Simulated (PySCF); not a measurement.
# Electronic structure of Sc⁺ (scandium, charge +1) at the UHF level

Configuration: [Ar] 4s2, closed-shell 1S (an excited configuration). All numbers are calculated (PySCF 2.14, the spin-free X2C one-electron Hamiltonian (Gaussian nucleus), in aug-cc-pwCVTZ-DK with one added diffuse shell each of s, p, d, f, g type (11s10p8d5f4g, 152 functions)).

```
Total energy                        : -763.014182 hartree
One-electron energy                 : -1035.4244 hartree
Hartree (Coulomb) energy            : 310.3675 hartree
Exchange energy                     : -37.9573 hartree
⟨S²⟩                                : 0.0000
⟨L²⟩                                : 0.000
Sum of ⟨r⟩                          : 18.17 bohr
Sum of ⟨r²⟩                         : 36.75 bohr²
Langevin diamagnetic susceptibility : -29.1 ×10⁻⁶ cm³/mol
Time after the integrals            : roughly 6 core-seconds
```

```csv
shell,electrons,mean orbital energy (hartree),"rms radius, mean of both spins (bohr)"
1s,2,-167.29867,0.0844
2s,2,-19.77708,0.370
2p,6,-16.19523,0.340
3s,2,-3.06721,1.13
3p,6,-2.02803,1.24
4s,2,-0.48922,3.46
```

Densities and radii are taken from the X2C orbitals without a picture-change correction, which distorts them close to the nucleus.
